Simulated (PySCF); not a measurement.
H2Te, SMILES [TeH2] (connectivity only; charge and spin as stated), charge +1, multiplicity 2. The structure is a stationary point at PBE0-D3(BJ)/def2-TZVPD. The spin state was assumed, not searched. The def2 effective core potentials stand for the cores of Te; spin–orbit coupling is left out.

These are PBE0-D3(BJ)/def2-TZVPD (PySCF) values and carry that method's errors.

Harmonic wavenumbers (cm⁻¹): 885, 2136, 2142. Rotational constants (GHz): 184.8, 179.1, 90.96; symmetry number 2.

**Question.** Work out the zero-point energy and the ideal-gas rigid-rotor harmonic-oscillator thermochemistry at 298.15 K and 1 atm.

**Answer.** ZPE = ½ Σ hcν = ½ × 5163 cm⁻¹ = 7.38 kcal/mol. H − E(el) = 9.79 kcal/mol. Entropy in cal/(mol K): translation 40.49, rotation 13.95, vibration 0.15, spin 1.38, total 55.97. G − E(el) = -6.90 kcal/mol. Cp = 8.48 cal/(mol K).
